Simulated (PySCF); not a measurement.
An unknown is described by computed data only.

Elements present: C, H, N, P and Si. Monoisotopic mass: 108.0273 u.

| Item | Value |
| --- | --- |
| Triplet | lowest triplet excitation (Tamm–Dancoff): 5.44 eV [TDA PBE0/def2-SVPD] |
| Polarisability | 83.4 au [PBE0/def2-SVPD] |
| UV, strongest line | among the 6 lowest singlet transitions: S5 at 7.07 eV (175 nm, f = 0.219) [TDDFT PBE0/def2-SVPD] |
| Rotational structure | rotational constants A, B, C: 3.364, 2.106, 1.947 GHz [GFN2-xTB] |
| 13C NMR | chemical shifts (computed TMS as zero) by class: 5.2 (1 C) ppm [GIAO PBE0/pcSseg-1] |
| 1H NMR | chemical shifts (computed TMS as zero) by class: 0.92 (2 H), 0.45 (4 H), 0.12 (3 H) ppm [GIAO PBE0/pcSseg-1] |

Gas-phase values; electronic properties from PySCF, density fitting. Levels stand in brackets. NMR shifts are as computed; neighbouring signals can stand in another order in a measured spectrum. Geometry: GFN2-xTB, one conformer, isolated molecule. Each NMR value is the plain mean over a class of atoms that symmetry, rotation or inversion makes alike.

Question: Which formula fits the mass and the elements?

Answer: CH9N2PSi (calculated 108.0273). No other formula that holds each of these elements comes within 0.0003 u with a fitting electron parity and a possible valence count.

Question: Propose a structure and show how it fits.

Answer: Numbering: `[CH3:1][Si:2]([NH2:3])([NH2:4])[PH2:5]`. The one carbon: Si-methyl carbon [C1] (5.2 ppm). Hydrogen classes from least to most shielded: 2 H on a three-coordinate phosphorus, P5 (0.92 ppm), 4 H on 2 silicon-bound nitrogens, N3/N4 (0.45 ppm), 3 H on an Si-methyl carbon, C1 (0.12 ppm). The optimised geometry has point group C1 and is an asymmetric top. Structure: `C[Si](N)(N)P`. The assignments are read from this structure; whether some other isomer fits the data as well wasn't checked.

Conformer computed: `[CH3:1][Si:2]([NH2:3])([NH2:4])[PH2:5]`: H–N3–Si2–C1 58°, H–N3–Si2–C1 -79°, H–N4–Si2–C1 -175°, H–N4–Si2–C1 48°, H–P5–Si2–C1 -66°, H–P5–Si2–C1 -159°.
